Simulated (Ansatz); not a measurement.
Complex (SMILES): F (HF) with F (HF), atoms 1 to 2 the first; geometry from B3LYP-D3(BJ)/def2-TZVP, monomers rigid:
```xyz
4

F     -0.1109     0.0578    -0.7031
H      0.2570     0.2171     0.1337
F      1.2812     1.5025    -2.5344
H      0.7179     0.9578    -2.0301
```

Interaction energy at MP2 with Ansatz (an electronic-structure program), kcal/mol, without and with the counterpoise correction (monomers among the partner's ghost functions). Cartesian d functions, on some or all atoms, in 6-31G**; all else is spherical. Cores are frozen. No added dispersion term, no relativity. Reference, counterpoise-corrected: Hartree-Fock in aug-cc-pV5Z plus the correlation part extrapolated as X^-3 from aug-cc-pVQZ and aug-cc-pV5Z, -4.56.

| basis | functions | uncorrected |
|---|---|---|
| 6-31G** | 40 | -7.44 |
| 6-311+G** | 56 | -4.72 |
| aug-pcseg-1 | 64 | -5.11 |
| cc-pVTZ | 88 | -5.61 |
| jun-cc-pV(T+d)Z | 106 | -4.56 |
| aug-cc-pVTZ | 138 | -4.75 |
| aug-pcseg-3 | 268 | -4.95 |
| cc-pV5Z | 292 | -4.70 |

How large is the counterpoise correction in each set?

6-31G** 2.76, 6-311+G** 1.08, aug-pcseg-1 1.20, cc-pVTZ 1.39, jun-cc-pV(T+d)Z 0.43, aug-cc-pVTZ 0.49, aug-pcseg-3 0.53, cc-pV5Z 0.22 kcal/mol. The corrected value lies nearer the reference in 4 of 8 rows.
